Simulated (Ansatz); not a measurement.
The cluster RbF₂⁻, relaxed as a quintet with UKS r2SCAN-D4/def2-TZVPD in Ansatz, starting from the r2SCAN-D4/def2-TZVPD geometry of the charge -1 singlet. Force threshold 0.02 eV/Å.

In the def2 sets Rb takes a core potential; there is no spin–orbit coupling. The highest occupied level of the charge -1 quintet lies above zero (up to 1.25 eV). The electron is either unbound and held by the finite basis, or the level is raised by self-interaction error. At r2SCAN-D4/def2-TZVPD a singlet of charge -1 lies 10.29 eV below the quintet, each at its own geometry. The structure comes from a short search, and lower isomers may exist.

Start:

```xyz
3

Rb    0.000    0.001   -0.001
F    -2.338    0.447    0.931
F     2.338   -0.448   -0.930
```

```csv
step,energy (eV),largest force component (eV/Å),SCF passes
1,-6082.5804,0.818,297
2,-6082.8584,0.349,88
3,-6082.9539,0.179,48
4,-6083.0132,0.067,62
5,-6083.0349,0.025,74
6,-6083.0431,0.021,49
7,-6083.0497,0.004,68
8,-6083.0499,0.001,58
9,-6083.0500,0.000,50
```

Force components are those of the run's own axes.

End:

```csv
atom,x (Å),y (Å),z (Å)
Rb1,0.000,0.004,-0.003
F2,-3.389,0.646,1.350
F3,3.390,-0.650,-1.347
```

Bonds lost: Rb1–F2, Rb1–F3 (atoms count from 1).

The force fell under the threshold at step 7, but the optimiser went on. No frequencies were taken in this run, so the end may be a saddle point.

Hardware: 4 threads of Intel Xeon on a shared host. Wall time 2 min.
